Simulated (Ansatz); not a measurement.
Gas-phase reaction in SMILES: CCCO[SiH2]Cl [chloro(propoxy)silane] + 2 C (CH4) + O (H2O) + [SiH4] (SiH4) → 2 CC (C2H6) + CO (CH4O) + O[SiH3] [hydroxysilane] + [SiH3]Cl
Structures are relaxed separately at B3LYP-D3(BJ)/def2-TZVP in Ansatz (an electronic-structure program), one conformer each, not searched for the lowest.

Wanted: bond separation energy (electronic energy difference), in kcal/mol. Cores are frozen in the correlated levels unless marked. Spin-orbit coupling is left out. Non-relativistic. Basis-set limits of correlation are two-point, X^-3; Hartree-Fock from the larger set. [CCSD(T)-MP2]/basis is that difference in the basis named.

| level | program | bond separation energy (kcal/mol) |
|---|---|---|
| r2SCAN/def2-TZVPD | Ansatz | 13.5 |
| r2SCAN-D3(BJ)/def2-TZVPD | Ansatz + dftd3 | 14.2 |
| wB97M-V/def2-TZVPD | Ansatz | 13.6 |
| RPA@PBE/cc-pV(T+d)Z | Ansatz | ? |
| SCS-MP2/6-31G | Ansatz | 13.6 |
| CCSD/6-31G | Ansatz | ? |
| RI-MP2/CBS(cc-pV(T+d)Z,cc-pV(Q+d)Z)+[CCSD(T)-MP2]/cc-pV(T+d)Z | Ansatz | 13.7 |

Question: Fill in the missing entries.

Answer: 
- RPA@PBE/cc-pV(T+d)Z, bond separation energy (kcal/mol): 12.3
- CCSD/6-31G, bond separation energy (kcal/mol): 14.0
